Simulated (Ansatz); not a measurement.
A set of 12 reactions (hydrogenolysis), with CCSD(T)/CBS values in kJ/mol:

```csv
reaction,ΔE
`[CH3][AlH][SiH2]F` + H₂ → `[CH3][AlH][SiH3]` + H–F,93.8
`N=C(O)CBr` + H₂ → `CBr` + `N=CO`,-40.3
`[BH2][GeH2][CH3]` + H₂ → `[CH3][GeH3]` + BH₃,-26.9
`[NH2][GaH][O][SiH3]` + H₂ → `[SiH3][O][GaH2]` + NH₃,32.5
`CB(C)C` + H₂ → `CBC` + CH₄,-18.4
`C[O][GeH2][C]#N` + H₂ → `C[O][GeH3]` + `C#N`,3.4
`[NH2][Mg][Cl]` + H₂ → `[NH2][MgH]` + HCl,185.0
`BC[SiH2]CF` + H₂ → `FC[SiH3]` + `BC`,-1.0
`[F][Al]([F])[SiH3]` + H₂ → `[F][AlH][F]` + SiH₄,-10.9
`[NH2][Mg][Cl]` + H₂ → `[MgH][Cl]` + NH₃,37.7
`[CH3][AlH][BH]S` + H₂ → `BS` + `[CH3][AlH2]`,-39.5
`C[N](C)[Ga]([Cl])[Cl]` + H₂ → `[Cl][GaH][Cl]` + `CNC`,30.9
```

Isolated molecules relaxed with PBE0-D4/def2-TZVP in Ansatz; ΔE leaves out vibrations. CCSD(T)/CBS adds triple-zeta CCSD(T) − MP2 to the extrapolated MP2 energy (def2 sets, frozen cores). This one scheme is used for every species. Functionals use def2-TZVPP. B3LYP here is the variant with VWN-RPA as its local correlation; programs differ in this. For Br, Ga, Ge, Mg outer-core shells are correlated without core-valence functions, which leaves a few kJ/mol of doubt a bond. Scalar relativity is left out up to krypton. Each species was taken in one conformer, which may not be the lowest.

(1) Give the mean, mean absolute and largest difference (level minus CCSD(T)/CBS, kJ/mol) for: PBE-D4, B3LYP-D4, ωB97X-V, B2PLYP, PBE, PBE0, SCS-MP2/def2-TZVPP, CCSD/def2-TZVPP, CCSD(T)/def2-TZVPP, HF/def2-QZVPP, MP2/def2-QZVPP, HF/CBS(def2), MP2/CBS(def2), CCSD/CBS(def2). (Best estimate.)

The largest T1 diagnostic in the set is 0.015, for `BS` (customary mark 0.02).

CCSD(T)/CBS is a level of theory with its own doubt, and the functionals carry their triple-zeta basis error, so these figures describe this set and don't rank the functionals.

## Answers

(1) The calculation gave: 
| level | mean | mean absolute | largest |
| --- | --- | --- | --- |
| PBE-D4 | -0.2 | 7.0 | 15.1 |
| B3LYP-D4 | -3.8 | 4.6 | -7.7 |
| ωB97X-V | -4.7 | 5.2 | -11.9 |
| B2PLYP | -6.1 | 6.8 | -11.8 |
| PBE | -4.8 | 8.4 | -20.0 |
| PBE0 | -7.6 | 8.5 | -23.1 |
| SCS-MP2/def2-TZVPP | -2.7 | 4.3 | -10.8 |
| CCSD/def2-TZVPP | -6.8 | 6.8 | -9.1 |
| CCSD(T)/def2-TZVPP | -2.8 | 3.1 | -8.3 |
| HF/def2-QZVPP | -22.6 | 23.6 | -39.7 |
| MP2/def2-QZVPP | 4.3 | 5.5 | 10.2 |
| HF/CBS(def2) | -22.6 | 23.7 | -39.8 |
| MP2/CBS(def2) | 5.5 | 6.0 | 11.4 |
| CCSD/CBS(def2) | -4.0 | 4.0 | -7.3 |
